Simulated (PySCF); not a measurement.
# Vibration and rotation of BSe

ROHF-CCSD(T) constants of BSe, ²Σ⁺ (doublet), unpaired electrons σ ↑ (B 6-31G(d,p), Se 6-31G(d,p); no relativity (PySCF 2.14); masses 11.0093 and 79.9165 u):

| Quantity | Value |
| --- | --- |
| ωe | 972.6 cm⁻¹ |
| ωexe | 4.74 cm⁻¹ |
| Be | 0.56265 cm⁻¹ |
| αe | 0.00368 cm⁻¹ |
| De to B + Se | 4.61 eV |

**Question.** What force constant and bond length do these constants imply?

**Answer.** Reduced mass μred = 9.6763 u; k = 5.8918×10⁻⁷·μred·ωe² (u, cm⁻¹, mdyn/Å) = 5.39 mdyn/Å; Re = √(16.8576/(μred·Be)) (u, cm⁻¹, Å) = 1.760 Å.

**Question.** Estimate the centrifugal constant D from the Kratzer relation and find the Dunham coefficient a1.

**Answer.** D = 4Be³/ωe² = 7.53e-07 cm⁻¹; a1 = −1 − αeωe/(6Be²) = -2.88.

Correlated steps freeze 10 core orbitals. Correlated levels converge slowly with the basis: in double zeta they bind strong bonds too weakly, by up to about 1 eV, and carry superposition errors of some tenths. Spin–orbit coupling is left out. The state was picked by a PBE0 search and need not be the measured ground state.
